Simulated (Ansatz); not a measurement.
Ideal-gas functions of `BrC1O[SiH2]1` at 800 K and 1 bar, from an Ansatz frequency run at PBE0-D4/def2-TZVP.

Molar mass 139.02 g/mol, point group C1 (symmetry number 1), electronic degeneracy 1, moments of inertia 39.618, 291.768, 310.293 u Å². Harmonic wavenumbers (cm⁻¹, unscaled): 178, 308, 437, 627, 646, 668, 760, 822, 944, 1062, 1090, 1242, 2267, 2295, 3169.

Use S(trans) = R[1.5 ln M + 2.5 ln T − 1.1517]; rotational temperatures θ = 24.2544 K / I; S(rot) = R[ln(√π/σ · √(T³/θAθBθC)) + 1.5]; for each mode x = 1.438777 ν̃/T, S = R[x/(eˣ − 1) − ln(1 − e⁻ˣ)] and H = RT x/(eˣ − 1); 1 cm⁻¹ = 0.0119627 kJ/mol; R = 8.31446 J/(mol·K).

By hand: the entropy, in J/(mol·K).

Translation 190.9. Rotation: θ = 0.6122, 0.0831, 0.0782 K, giving 123.6. Vibration, mode by mode: 17.82, 13.33, 10.53, 7.74, 7.52, 7.27, 6.33, 5.78, 4.85, 4.09, 3.93, 3.17, 0.73, 0.70, 0.19, in all 94.0. Electronic 0.0. Sum 408.5 J/(mol·K).

By hand: H − E and G − E in kJ/mol, counted from the electronic energy.

Zero-point energy ½ × 16515 × 0.0119627 = 98.8; thermal vibration 41.3; translation, rotation and pV give 4 RT = 26.6. H − E = 166.7 kJ/mol, and G − E = 166.7 − 800 × 408.5/1000 = -160.1 kJ/mol.

Vibration gives 23 % of the entropy. The sum counts one conformer and one mirror image; others add a mixing term.
